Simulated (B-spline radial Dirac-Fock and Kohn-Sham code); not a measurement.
# Satellites and hypersatellites of the K lines of Co⁶⁺

System: Co⁶⁺ in the configuration [Ar] 3d3.

Level of theory: Dirac-Fock energy differences between relaxed states, corrected for Breit and QED terms; a B-spline atomic structure program. Each two-hole energy is an average over J within one jj subconfiguration, not an observable level; in light atoms, where LS coupling holds, the j-resolved values are not observed lines, and for a K spectator the Kα1 hypersatellite is nearly forbidden. The model has no electron correlation.

Lines without a spectator: Kα2 (K-L2) 6911.3 eV, Kα1 (K-L3) 6925.8 eV, Kβ3 (K-M2) 7660.9 eV, Kβ1 (K-M3) 7663.0 eV. Shifts in eV with one spectator hole (a dash: not computed, or left out as unreliable):

```
spectator hole     Kα2     Kα1     Kβ3     Kβ1
        K (1s)  +284.1  +286.5  +358.2  +358.6
    L2 (2p1/2)  +26.58   +32.6       –   +77.2
    L3 (2p3/2)   +30.2  +28.98   +74.6       –
    M2 (3p1/2)       –   +2.89   +8.79  +10.59
    M3 (3p3/2)   +2.63       –  +10.14   +9.68
```

With n spectator holes in 2p, averaged over the 2p shell (energies in eV):

```
n    KαLⁿ   step  hypersatellite KαʰLⁿ
0  6921.0      –                7206.6
1  6951.1  +30.1                7238.1
2  6982.5  +31.4                7270.8
3  7015.1  +32.7                7304.8
4  7049.1  +34.0                7340.0
5  7084.3  +35.2                7376.6
```

Run: 15 s of CPU time on 1 thread of Intel(R) Xeon(R) 6975P-C (shared host), peak memory 0.37 GiB.
